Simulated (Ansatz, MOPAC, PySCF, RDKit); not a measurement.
Noncovalent pair: NH3 (SMILES N) (first 4 atoms) with CH4S (SMILES CS); geometry from B3LYP-D3(BJ)/def2-TZVP, rigid monomers moved along the line of their centres of mass till N1···H10 is 2.54 Å.
(charge 0, multiplicity 1):
```xyz
10

N     -0.17451     0.03283     0.74719
H     -0.14680     0.95387     0.32494
H      0.65866    -0.46351     0.45285
H     -0.97521    -0.45672     0.36445
C      0.62722    -0.97315     5.01765
S     -0.50444     0.39639     4.60939
H      1.63075    -0.78140     4.64173
H      0.66755    -1.03649     6.10379
H      0.25862    -1.91971     4.62616
H     -0.40071     0.28709     3.26513
```

Counterpoise-corrected where a basis set is named; no monomer relaxation. Rows marked so take none.

Rows in 3-21G, 6-31G* carry no dispersion term and start afresh at each structure (6-31G* with six Cartesian d functions). MP2/6-31G* freezes PySCF's default core. The state that AM1, PM3, PM6 reach isn't checked.

Run with Ansatz (Gaussian basis) for Hartree–Fock, density functionals and correlated methods; MOPAC for AM1, PM3, PM6 (differences of heats of formation); PySCF for 3-21G rows, 6-31G* rows, the dispersion terms; RDKit for the force fields. Each number belongs to the level named beside it.

```json
[
 {"level": "MMFF94", "interaction energy (kJ/mol)": "-8.3"},
 {"level": "AM1", "interaction energy (kJ/mol)": "-4.7"},
 {"level": "PM3", "interaction energy (kJ/mol)": "-3.9"},
 {"level": "PM6", "interaction energy (kJ/mol)": "-10.7"},
 {"level": "HF/6-31G*", "interaction energy (kJ/mol)": "-8.1"},
 {"level": "r2SCAN-D3(BJ)/def2-TZVPPD", "interaction energy (kJ/mol)": "-11.6"},
 {"level": "B3LYP/3-21G (no counterpoise)", "interaction energy (kJ/mol)": "-27.2"},
 {"level": "PBE0/def2-TZVPPD", "interaction energy (kJ/mol)": "-10.5"},
 {"level": "MP2/6-31G* (no counterpoise)", "interaction energy (kJ/mol)": "___"}
]
```

Problem. What belongs in the gaps?

Solution. 
- MP2/6-31G* (no counterpoise), interaction energy (kJ/mol): -15.9

Ansatz is a program for electronic structure.
